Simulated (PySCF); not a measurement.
F₅Te, multiplicity 2. Atoms are numbered in the order given.

```xyz
6

F     -1.3730    -1.3730     0.1894
Te     0.0000     0.0000     0.1661
F      1.3730    -1.3730     0.1894
F     -1.3730     1.3730     0.1894
F      0.0000     0.0000    -1.7175
F      1.3730     1.3730     0.1894
```
Charge 0, spin multiplicity 2.

The structure is a stationary point at B3LYP-D3(BJ)/def2-SVP. The isomer is the one that the SMILES or the coordinates give; other isomers of the formula were not compared. The def2 effective core potentials stand for the cores of Te; spin–orbit coupling is left out.

Calculation: PBE/def2-TZVP in PySCF.

ESP charges are fitted to the potential on shells at 1.4 to 2.0 van der Waals radii. Atomic charges (e):

```
atom  Löwdin  Mulliken  ESP fit  Mulliken spin
----  ------  --------  -------  -------------
F1     -0.24         ?    -0.24           0.16
Te2     1.15         ?     1.17           0.37
F3     -0.24         ?    -0.24           0.16
F4     -0.24         ?    -0.24           0.16
F5     -0.20         ?    -0.19           0.00
F6     -0.24         ?    -0.24           0.16
```

Question: What belongs in the gaps? (An estimate is asked for; the answer gives what the named calculation found.)

Answer: 
- F1, Mulliken: -0.30
- Te2, Mulliken: 1.49
- F3, Mulliken: -0.30
- F4, Mulliken: -0.30
- F5, Mulliken: -0.28
- F6, Mulliken: -0.30

Computed Mayer and Wiberg (Löwdin basis) orders of the bonds:
```
bond    Mayer  Wiberg
------  -----  ------
F1–Te2   0.90    1.27
Te2–F3   0.90    1.27
Te2–F4   0.90    1.27
Te2–F5   0.99    1.34
Te2–F6   0.90    1.27
```
